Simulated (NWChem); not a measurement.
# CdIBr; SMILES [Br][Cd][I]

Results from NWChem. The geometry was optimised at PBE-D3(BJ)/def2-SVP. def2 effective core potentials on Cd, I; no spin-orbit coupling. Hybrids' shares of exact exchange are those that their runs print; pure functionals count as 0. The functionals differ in more than this share.

```
row               share of exact exchange  highest occupied level (eV)
----------------  -----------------------  ---------------------------
PBE/def2-TZVP                        0.00                        -6.78
B97-D/def2-TZVP                      0.00                        -6.74
B3LYP/def2-TZVP                      0.20                        -7.65
B3PW91/def2-TZVP                     0.20                        -7.71
B97-2/def2-TZVP                      0.21                        -7.64
PW6B95/def2-TZVP                     0.28                     withheld
```

Q: Fit a straight line of the last column on the one before it, predict the withheld value, and compare with the run.

A: 
1. Means of the 5 shown rows: x = 0.122, y = -7.304. Slope Σ(x − x̄)(y − ȳ)/Σ(x − x̄)² = -0.2210/0.04968 = -4.448; intercept -6.761.
2. The shown rows scatter about the line by 0.038 (root mean square); the largest residual is -0.06, at B3PW91/def2-TZVP.
3. At x = 0.28 (PW6B95/def2-TZVP; beyond the shown range) the line gives -8.01.
4. The run gives -7.92, +0.09 from the line, 2.3 times the scatter.
